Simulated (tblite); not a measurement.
C5H10FN.
SMILES with atom numbers: `[CH3:1][CH2:2]/[N:3]=[C:4](/[CH3:5])[CH2:6][F:7]` (hydrogens: H8, H9, H10 on C1; H11, H12 on C2; H13, H14, H15 on C5; H16, H17 on C6)

Computed with GFN2-xTB (tblite), gas phase: L-BFGS steps from a force-field or distance-geometry start until the largest atomic force falls under 0.01 eV/Å.

Step 2: E = -637.8952 eV
```
atom  x, y, z in Å  |  force x, y, z in eV/Å
C1     -2.3635    1.3371   -0.0689    0.124  -0.033  -0.082
C2     -1.2455    0.3892   -0.5027   -0.213   0.096  -0.232
N3     -0.1803    0.4151    0.4543    0.465  -0.227   0.069
C4      0.8649   -0.2851    0.3191   -0.461   0.116  -0.121
C5      1.9456   -0.2345    1.3422    0.026   0.072   0.210
C6      1.0861   -1.2169   -0.8630    0.043   0.031   0.115
F7      2.2885   -1.8735   -0.7980   -0.033   0.020   0.028
H8     -3.1694    1.3251   -0.7973   -0.009  -0.024  -0.028
H9     -1.9797    2.3480    0.0102    0.032   0.062   0.041
H10    -2.7557    1.0366    0.8942   -0.012  -0.026   0.116
H11    -0.8817    0.6994   -1.5001   -0.044  -0.123   0.163
H12    -1.6593   -0.6268   -0.5995    0.090   0.043  -0.040
H13     2.0996   -1.2255    1.7776    0.055   0.108  -0.169
H14     1.6848    0.4586    2.1385   -0.094  -0.007  -0.074
H15     2.8746    0.1005    0.8811    0.004  -0.149  -0.006
H16     0.2993   -1.9865   -0.8931    0.077   0.094  -0.038
H17     1.0845   -0.6487   -1.8041   -0.049  -0.053   0.049
```

Step 3: E = -637.9004 eV
```
atom  x, y, z in Å  |  force x, y, z in eV/Å
C1     -2.3619    1.3368   -0.0698    0.023   0.005  -0.012
C2     -1.2478    0.3904   -0.5054   -0.069   0.026  -0.047
N3     -0.1772    0.4138    0.4550    0.064  -0.042  -0.011
C4      0.8618   -0.2853    0.3174   -0.084  -0.011  -0.002
C5      1.9457   -0.2335    1.3447   -0.022   0.035   0.013
C6      1.0866   -1.2164   -0.8615    0.029   0.013   0.041
F7      2.2881   -1.8732   -0.7977   -0.013   0.017   0.038
H8     -3.1696    1.3247   -0.7977    0.009  -0.017  -0.009
H9     -1.9793    2.3487    0.0107    0.028   0.040   0.034
H10    -2.7558    1.0363    0.8956    0.021  -0.010   0.044
H11    -0.8822    0.6978   -1.4980   -0.012  -0.081   0.066
H12    -1.6582   -0.6262   -0.6000    0.071   0.030  -0.039
H13     2.1003   -1.2241    1.7754    0.052   0.058  -0.127
H14     1.6837    0.4584    2.1376   -0.106   0.044  -0.009
H15     2.8746    0.0987    0.8810   -0.007  -0.130   0.001
H16     0.3002   -1.9854   -0.8936    0.058   0.071  -0.032
H17     1.0840   -0.6493   -1.8036   -0.042  -0.048   0.052
```

**Question.** Estimate the geometry and energy of step 4. (The exact step hangs on the optimiser's Hessian estimate; all steps are aligned on step 3, rigid shifts and turns removed.)

**Answer.** E = -637.9027 eV, largest force 0.110 eV/Å
```
atom  x, y, z in Å  |  force x, y, z in eV/Å
C1     -2.3614    1.3371   -0.0699   -0.013   0.021   0.021
C2     -1.2495    0.3913   -0.5063    0.009  -0.013   0.033
N3     -0.1763    0.4127    0.4539   -0.087   0.051   0.006
C4      0.8605   -0.2862    0.3176    0.042  -0.038   0.012
C5      1.9450   -0.2322    1.3454   -0.045   0.026  -0.044
C6      1.0873   -1.2155   -0.8596    0.020  -0.012  -0.008
F7      2.2878   -1.8728   -0.7967    0.014   0.009   0.043
H8     -3.1694    1.3243   -0.7980    0.013  -0.008   0.003
H9     -1.9786    2.3495    0.0115    0.018   0.020   0.027
H10    -2.7551    1.0361    0.8966    0.031   0.001   0.012
H11    -0.8825    0.6956   -1.4960    0.009  -0.039  -0.014
H12    -1.6562   -0.6253   -0.6010    0.036  -0.003  -0.034
H13     2.1016   -1.2223    1.7719    0.042   0.005  -0.078
H14     1.6811    0.4592    2.1369   -0.095   0.054   0.008
H15     2.8744    0.0951    0.8811    0.005  -0.088  -0.009
H16     0.3017   -1.9837   -0.8946    0.031   0.041  -0.020
H17     1.0829   -0.6506   -1.8026   -0.029  -0.027   0.043
```

The energy changes by -0.0022 eV. The first-order estimate −F·Δx gives -0.0031 eV and the mean of the old and new forces, exact on a quadratic surface, -0.0022 eV. The step makes an angle of 14° with the force vector and moves no atom by more than 0.004 Å.

The cost below is that of the whole relaxation. On one thread of an Intel Xeon Platinum 8259CL at 2.50 GHz (shared host), this took 0.26 s.
